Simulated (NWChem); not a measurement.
Everything below was run with NWChem. System: H$_{3}$AlClN, charge 0, spin multiplicity 1, at a geometry optimised with PBE/def2-SVP. The structure started from a generated list of species. Level: TD-B3LYP/def2-SVP, VWN1-RPA local correlation.

Input file:

```
start mol
memory heap 200 mb stack 800 mb global 1000 mb
geometry units angstroms nocenter noautoz
  Al     0.658506     0.388770     0.000000
  H      1.386070     1.796424     0.000000
  Cl    -1.458720     0.252862     0.000000
  N      1.581575    -1.128286     0.000000
  H      1.177715    -2.067791     0.000000
  H      2.602864    -1.183303     0.000000
  symmetry group Cs
end
basis spherical
  * library def2-svp
end
dft
  xc b3lyp
  semidirect memsize 60000000 filesize 0
  iterations 100
end
tddft
  rpa
  nroots 6
  notriplet
  thresh 1e-4
end
task tddft energy
```

NWChem printed:

```
             Northwest Computational Chemistry Package (NWChem) 7.3.0
             --------------------------------------------------------

                                NWChem Input Module
                                -------------------

 Scaling coordinates for geometry "geometry" by  1.889725989
 (inverse scale =  0.529177249)

 Turning off AUTOSYM since
 SYMMETRY directive was detected!

                             Geometry "geometry" -> ""
                             -------------------------

 Output coordinates in angstroms (scale by  1.889725989 to convert to a.u.)

  No.       Tag          Charge          X              Y              Z
 ---- ---------------- ---------- -------------- -------------- --------------
    1 Al                  13.0000     0.65850600     0.38877000     0.00000000
    2 H                    1.0000     1.38607000     1.79642400     0.00000000
    3 Cl                  17.0000    -1.45872000     0.25286200     0.00000000
    4 N                    7.0000     1.58157500    -1.12828600     0.00000000
    5 H                    1.0000     1.17771500    -2.06779100     0.00000000
    6 H                    1.0000     2.60286400    -1.18330300     0.00000000

 Effective nuclear repulsion energy (a.u.)     127.4840917079

            Nuclear Dipole moment (a.u.)
            ----------------------------
        X                 Y               Z
 ---------------- ---------------- ----------------
     0.0000226767    -0.0000151178     0.0000000000

      Symmetry information
      --------------------

 Group name             Cs
 Group number              2
 Group order               2
 No. of unique centers     6

      Symmetry unique atoms

     1    2    3    4    5    6


 Summary of "ao basis" -> "" (spherical)
 ------------------------------------------------------------------------------
       Tag                 Description            Shells   Functions and Types
 ---------------- ------------------------------  ------  ---------------------
 *                          def2-svp                  on all atoms

                                 NWChem DFT Module
                                 -----------------

 Summary of "ao basis" -> "ao basis" (spherical)
 ------------------------------------------------------------------------------
       Tag                 Description            Shells   Functions and Types
 ---------------- ------------------------------  ------  ---------------------
 Al                         def2-svp                 8       18   4s3p1d
 H                          def2-svp                 3        5   2s1p
 Cl                         def2-svp                 8       18   4s3p1d
 N                          def2-svp                 6       14   3s2p1d

 Summary of "ao basis" -> "ao basis" (spherical)
 ------------------------------------------------------------------------------
       Tag                 Description            Shells   Functions and Types
 ---------------- ------------------------------  ------  ---------------------
 Al                         def2-svp                 8       18   4s3p1d
 H                          def2-svp                 3        5   2s1p
 Cl                         def2-svp                 8       18   4s3p1d
 N                          def2-svp                 6       14   3s2p1d

      Symmetry analysis of basis
      --------------------------

        a'         48
        a"         17

            General Information
            -------------------
[...]
     Occ.   19  a'  ---  Virt.   21  a"  -0.06690 X
     Occ.   20  a"  ---  Virt.   22  a'   0.99268 X
  ----------------------------------------------------------------------------
  Root   2 singlet a'             0.234019084 a.u.                6.3680 eV
  ----------------------------------------------------------------------------
     Transition Moments    X  0.51902   Y -0.61317   Z  0.00000
     Transition Moments   XX  1.28886  XY -2.07268  XZ  0.00000
     Transition Moments   YY  1.54285  YZ -0.00000  ZZ -1.70650
     Dipole Oscillator Strength                    0.1006838691
     Electric Quadrupole                           0.0000005161
     Magnetic Dipole                               0.0000001234
     Total Oscillator Strength                     0.1006845086

          sigma_e =   2.0069 Angstrom
          sigma_h =   1.4061 Angstrom
         |d_h->e| =   1.4143 Angstrom
            d_exc =   2.8367 Angstrom
            d_CD1 =   2.0152 Angstrom
            d_CD2 =  -0.2922 Angstrom
            d_CD3 =   4.2510 Angstrom
     Pearson C.C. =  -0.0074

     Occ.   16  a'  ---  Virt.   22  a'   0.08920 X
     Occ.   19  a'  ---  Virt.   22  a'  -0.14497 X
     Occ.   20  a"  ---  Virt.   21  a"  -0.97666 X
     Occ.   20  a"  ---  Virt.   21  a"   0.05989 Y
  ----------------------------------------------------------------------------
  Root   3 singlet a"             0.247696031 a.u.                6.7402 eV
  ----------------------------------------------------------------------------
     Transition Moments    X  0.00000   Y  0.00000   Z  0.24119
     Transition Moments   XX -0.00000  XY  0.00000  XZ  0.83876
     Transition Moments   YY  0.00000  YZ  0.51382  ZZ  0.00000
     Dipole Oscillator Strength                    0.0096061486
     Electric Quadrupole                           0.0000000783
     Magnetic Dipole                               0.0000013201
     Total Oscillator Strength                     0.0096075469

          sigma_e =   1.9826 Angstrom
          sigma_h =   1.6821 Angstrom
         |d_h->e| =   1.4317 Angstrom
            d_exc =   2.9642 Angstrom
            d_CD1 =   1.7322 Angstrom
            d_CD2 =  -0.4007 Angstrom
            d_CD3 =   4.3959 Angstrom
     Pearson C.C. =   0.0036

     Occ.   18  a"  ---  Virt.   22  a'   0.05477 X
     Occ.   19  a'  ---  Virt.   21  a"   0.99506 X
     Occ.   20  a"  ---  Virt.   22  a'   0.06277 X
  ----------------------------------------------------------------------------
  Root   4 singlet a"             0.267478389 a.u.                7.2785 eV
  ----------------------------------------------------------------------------
     Transition Moments    X -0.00000   Y  0.00000   Z -0.24350
     Transition Moments   XX  0.00000  XY -0.00000  XZ -0.94936
     Transition Moments   YY  0.00000  YZ  0.73143  ZZ -0.00000
     Dipole Oscillator Strength                    0.0105733360
     Electric Quadrupole                           0.0000001464
     Magnetic Dipole                               0.0000002032
     Total Oscillator Strength                     0.0105736857

          sigma_e =   2.4171 Angstrom
          sigma_h =   1.3270 Angstrom
         |d_h->e| =   1.0541 Angstrom
            d_exc =   2.8980 Angstrom
            d_CD1 =   2.1442 Angstrom
            d_CD2 =  -0.8179 Angstrom
            d_CD3 =   3.9521 Angstrom
     Pearson C.C. =   0.0492

     Occ.   17  a'  ---  Virt.   21  a"  -0.09349 X
     Occ.   18  a"  ---  Virt.   22  a'   0.09838 X
     Occ.   20  a"  ---  Virt.   23  a'  -0.98465 X
     Occ.   20  a"  ---  Virt.   27  a'  -0.07327 X
  ----------------------------------------------------------------------------
  Root   5 singlet a'             0.273441634 a.u.                7.4407 eV
  ----------------------------------------------------------------------------
     Transition Moments    X  0.23905   Y -0.32079   Z  0.00000
     Transition Moments   XX -1.02018  XY -0.05320  XZ -0.00000
     Transition Moments   YY -0.61311  YZ  0.00000  ZZ  1.38034
     Dipole Oscillator Strength                    0.0291769775
     Electric Quadrupole                           0.0000001800
     Magnetic Dipole                               0.0000001039
     Total Oscillator Strength                     0.0291772614

          sigma_e =   2.0646 Angstrom
          sigma_h =   1.3760 Angstrom
         |d_h->e| =   1.6548 Angstrom
            d_exc =   2.9955 Angstrom
            d_CD1 =   2.3433 Angstrom
            d_CD2 =  -0.0655 Angstrom
            d_CD3 =   4.6503 Angstrom
     Pearson C.C. =  -0.0139

     Occ.   16  a'  ---  Virt.   22  a'   0.10497 X
     Occ.   16  a'  ---  Virt.   23  a'  -0.05032 X
     Occ.   18  a"  ---  Virt.   21  a"  -0.75057 X
     Occ.   19  a'  ---  Virt.   22  a'   0.60891 X
     Occ.   19  a'  ---  Virt.   23  a'  -0.20427 X
     Occ.   20  a"  ---  Virt.   21  a"  -0.05141 X
  ----------------------------------------------------------------------------
  Root   6 singlet a'             0.275327805 a.u.                7.4921 eV
  ----------------------------------------------------------------------------
     Transition Moments    X -0.09290   Y -0.67095   Z -0.00000
     Transition Moments   XX  1.13115  XY -0.87042  XZ  0.00000
     Transition Moments   YY -0.20977  YZ  0.00000  ZZ -1.03992
     Dipole Oscillator Strength                    0.0842132253
     Electric Quadrupole                           0.0000002176
     Magnetic Dipole                               0.0000001127
     Total Oscillator Strength                     0.0842135556

          sigma_e =   2.1459 Angstrom
          sigma_h =   1.4065 Angstrom
         |d_h->e| =   1.7193 Angstrom
            d_exc =   3.0940 Angstrom
            d_CD1 =   2.4587 Angstrom
            d_CD2 =  -0.0569 Angstrom
            d_CD3 =   4.8132 Angstrom
     Pearson C.C. =  -0.0056

     Occ.   17  a'  ---  Virt.   22  a'   0.28783 X
     Occ.   18  a"  ---  Virt.   21  a"   0.60605 X
     Occ.   19  a'  ---  Virt.   22  a'   0.72108 X
     Occ.   19  a'  ---  Virt.   27  a'  -0.06108 X
     Occ.   20  a"  ---  Virt.   21  a"  -0.12202 X

              Target root =      1
          Target symmetry = none
      Ground state energy =   -759.060838622739
        Excitation energy =      0.228325259635
     Excited state energy =   -758.832513363103

  stored tddft:energy   -758.83251336310309

 Task  times  cpu:      100.4s     wall:      100.4s

 Total times  cpu:      100.4s     wall:      100.4s
```
